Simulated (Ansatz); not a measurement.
Basis-set extrapolation for C$_{2}$H$_{9}$ClN$_{2}$OSi$_{2}$, SMILES `C=C[Si@@H](N)O[Si@H](N)Cl` (PBE0-D4/def2-TZVP geometry, frozen core, Ansatz). Multiplicity 1, RHF reference.

|  | def2-TZVPP | def2-QZVPP |
| --- | --- | --- |
| HF | -1302.485803 | -1302.530507 |
| MP2 correlation | -1.404530 | -1.514386 |
| CCSD(T) correlation | -1.530924 | not run |

Energies in hartree. Use E(X) = E(∞) + A·exp(−7.88·√X) for Hartree–Fock and E(X) = E(∞) + B·X^(−2.97) for correlation, with X = 3 and 4, and add CCSD(T) minus MP2 of the smaller set to the MP2 limit.

Task: What is the CCSD(T) energy at the basis-set limit?

Result: HF limit: -1302.530507 + (-0.044704) × 0.13774 = -1302.53666. MP2 limit: -1.514386 + (-0.109856) × 0.74074 = -1.59576. Higher-order term: -1.530924 − (-1.404530) = -0.12639. Total: -1304.25881 hartree, 6.59 eV below CCSD(T)/def2-TZVPP.
